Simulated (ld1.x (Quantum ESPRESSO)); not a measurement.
## What one change does to a pseudopotential (P, TM)

- Element: phosphorus
- Generator: ld1.x (Quantum ESPRESSO) 7.5
- Type: norm-conserving Troullier–Martins (Kleinman–Bylander form)
- Functional: PBEsol
- Relativity: scalar-relativistic
- Frozen core: [Ne]
- Valence charge: 5
- Reference configuration: 3s1.5 3p3.5
- Partial waves: 3s (bound): rc 1.70 bohr; 3p (bound): rc 1.40 bohr; 3d channel at 0.2 Ry: rc 1.45 bohr
- Local potential: all-electron potential smoothed inside 1.40 bohr (lloc = -1)
- Core correction: a·sin(br)/r model core inside 0.80 bohr

Change: wave 3s (bound): rc 1.70 bohr becomes 3s (bound): rc 2.16 bohr.

Cutoffs: the cutoffs (Ry, on a coarse ladder) from which the occupation-weighted sum of valence levels, in a spherical-Bessel basis at the reference potential, stays within 10 and 1 mRy of its value at 400 Ry; they do not see the model core or the augmentation charge, which bear on the density cutoff. Errors are all-electron minus pseudo energies relative to the spin-unpolarised reference configuration.

Predict the effect on cutoff, ghosts and configuration errors.

The potential gets neither clearly harder nor softer (40 Ry and 60 Ry → 35 Ry and 60 Ry); of the 7 tests that both files solve, the error grows in 6 and shrinks in 1 by more than 15 % and 0.3 meV (median size 2.4 → 2.8 meV); neither file shows a bound ghost.

| quantity | base | changed |
| --- | --- | --- |
| cutoff, loose | 40 Ry | 35 Ry |
| cutoff, tight | 60 Ry | 60 Ry |
| loose cutoff by channel (10 mRy a level) | s 15 Ry, p 8 Ry | s 12 Ry, p 8 Ry |
| bound ghosts | none | none |
| error for 3s2 3p3, meV [ΔE -4.24 eV] | +0.1 | -2.7 |
| error for 3s2 3p2, meV [ΔE 5.46 eV] | +2.4 | +2.8 |
| error for 3s2 3p1, meV [ΔE 24.57 eV] | +25 | +46 |
| error for 3s2 3p3.3, meV [ΔE -5.54 eV] | +0.8 | -1.8 |
| error for 3s1 3p0, meV [ΔE 106.19 eV] | +178 | +268 |
| error for 3s1 3p4, meV [ΔE 4.27 eV] | -0.3 | -3.3 |
| error for 3s1 3p3, meV [ΔE 14.56 eV] | +5.7 | +1.3 |
